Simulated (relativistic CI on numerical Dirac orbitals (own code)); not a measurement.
**Crystal-field levels of Os7+, 5d**

Calculated by Dirac-Coulomb-Breit CI, separate exchange-only KLI orbitals for each configuration, QED by a radiative potential, valence Slater integrals scaled by 0.85, one configuration in a parametric crystal field (own radial code).

Field parameters in Wybourne normalisation: Oh B⁴₀ = 21Dq, B⁴₄ = √(5/14) B⁴₀. The field is a parameter set, without covalency.

S is read from ⟨S²⟩ = S(S + 1).

Levels (cm⁻¹, degeneracy): 0 (4), 10313 (2), 17784 (4).

Which field gives this pattern?
A. Oh, 10Dq = 33950 cm⁻¹
B. Oh, 10Dq = 18000 cm⁻¹
C. Oh, 10Dq = 41950 cm⁻¹
D. Oh, 10Dq = 10000 cm⁻¹

D. Oh, 10Dq = 10000 cm⁻¹, ground level with S = 0.50.
